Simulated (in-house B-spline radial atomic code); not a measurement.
# Ionising the gadolinium ion Gd⁵⁰⁺ with different functionals

Computed with a B-spline radial code for spherical atoms: scalar-relativistic (spin-free X2C) Hamiltonian, Fermi nucleus of rms radius 5.1569 fm, spin-polarised at highest spin, spherical fractional occupations for the functionals. The ionisation energy is the difference of two self-consistent energies, [Ne] 3s2 3p2 → [Ne] 3s2 3p1, without Breit or QED terms; ε is the level of the shell that loses the electron (its least bound occupied spin orbital). There is no spin-orbit coupling in this Hamiltonian.

Hybrids are left out here: with spherical fractional occupations of an open shell their exact exchange keeps a self-interaction that integer-occupation calculations don't have.

```tsv
method	rung	ΔSCF (eV)	-ε(3p) (eV)
LDA exchange-only	LDA	4468.2	4416.6
LDA PW92	LDA	4470.8	4419.2
AM05	GGA	?	?
RPBE	GGA	4471.8	4420.7
revTPSS	meta-GGA	4471.4	4420.5
SCAN	meta-GGA	?	?
```

(1) What does AM05 give?

(2) What does SCAN give?

(3) How do they compare with the NIST value?

Results:

(1) ΔSCF 4470.6 eV, and -ε(3p) = 4419.2 eV.

(2) ΔSCF 4472.9 eV, and -ε(3p) = 4423.1 eV.

(3) NIST lists 4578 eV ± 4 (tabulated theory, ground level to ground level). Errors run from -109.8 to -105.1 eV. The correlated functionals all miss on the same side by more than they spread, so the cause is common to them (spin-orbit coupling, Breit-QED terms, multiplet and fine-structure energies, or a listed next ion that isn't the cheapest removal here) and closeness doesn't rank the functionals.
